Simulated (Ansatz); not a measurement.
Program: Ansatz. Geometries: PBE0-D4/def2-TZVP. ΔE: electronic, gas phase. CCSD(T)/CBS is the MP2 limit (def2-TZVPP, def2-QZVPP) plus CCSD(T) − MP2 in def2-TZVPP, frozen cores. DFT in def2-TZVPP. B3LYP here is the variant with VWN-RPA as its local correlation; programs differ in this. One conformer a species, not always the lowest.

`CN=C=[C](C)[AlH2]` → `C=[C]([AlH2])C(C)=N`  (isomerisation)

Q: Is it downhill or uphill in electronic energy at CCSD(T)/CBS, and by how much? (Best estimate.)

A: Ansatz gave: Downhill: ΔE = -26.2 kJ/mol.

Q: What do these levels give: PBE-D4, B2PLYP, r2SCAN, B3LYP, MP2/def2-TZVPP, SCS-MP2/def2-TZVPP, CCSD(T)/def2-TZVPP, MP2/def2-QZVPP, SCS-MP2/def2-QZVPP, HF/CBS(def2), MP2/CBS(def2), CCSD/CBS(def2)? (An estimate is asked.)

A: Ansatz gave: PBE-D4 0.6, B2PLYP -6.8, r2SCAN -0.4, B3LYP -1.1, MP2/def2-TZVPP -14.5, SCS-MP2/def2-TZVPP -17.4, CCSD(T)/def2-TZVPP -24.2, MP2/def2-QZVPP -15.7, SCS-MP2/def2-QZVPP -18.5, HF/CBS(def2) -19.4, MP2/CBS(def2) -16.4, CCSD/CBS(def2) -27.2 kJ/mol.

Largest T1 diagnostic among the species: 0.013.

The D4 term adds −6.3 kJ/mol with B3LYP and −3.2 kJ/mol with PBE0; it sums over pairs of atoms, weighted by their polarisabilities, and B3LYP, whose exchange is more repulsive, gets the larger term. From PBE to PBE0 (25 % exact exchange), in def2-TZVPP and without D4, ΔE moves by −8.1 kJ/mol.
